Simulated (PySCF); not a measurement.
# Curvature of the energy in the electron number along the 3d series

Calculated with PySCF 2.14, in def2-SVP, non-relativistic: one orbital is emptied in steps, and each cell gives the departure of E from the straight line at half an electron, in eV (from a cubic fit). The exact functional gives zero.

| species | orbital | LDA | PBE | r2SCAN | PBE0 | BHandHLYP | UHF |
| --- | --- | --- | --- | --- | --- | --- | --- |
| Ti | 4s beta | -0.67 | -0.65 | -0.52 | -0.47 | -0.37 | 0.03 |
| Cr | 4s alpha | -0.75 | -0.75 | -0.67 | -0.54 | -0.35 | 0.02 |
| Mn | 4s beta | -0.74 | -0.70 | -0.55 | -0.50 | -0.42 | 0.03 |
| Zn | 4s beta | -0.92 | -0.90 | -0.78 | -0.64 | -0.46 | 0.06 |

**Question.** Estimate the missing row, Cu.

**Answer.** The calculation gives LDA -0.83; PBE -0.84; r2SCAN -0.73; PBE0 -0.61; BHandHLYP -0.43; UHF 0.01.

**Question.** How does the mean departure depend on the functional?

**Answer.** LDA -0.78 eV; PBE -0.77 eV; r2SCAN -0.65 eV; PBE0 -0.55 eV; BHandHLYP -0.41 eV; UHF 0.03 eV. Semilocal functionals are convex (delocalisation error), Hartree-Fock is concave or straight, and exact exchange removes curvature roughly in proportion to its share, so among the functionals the range-separated hybrids usually come closest to zero.
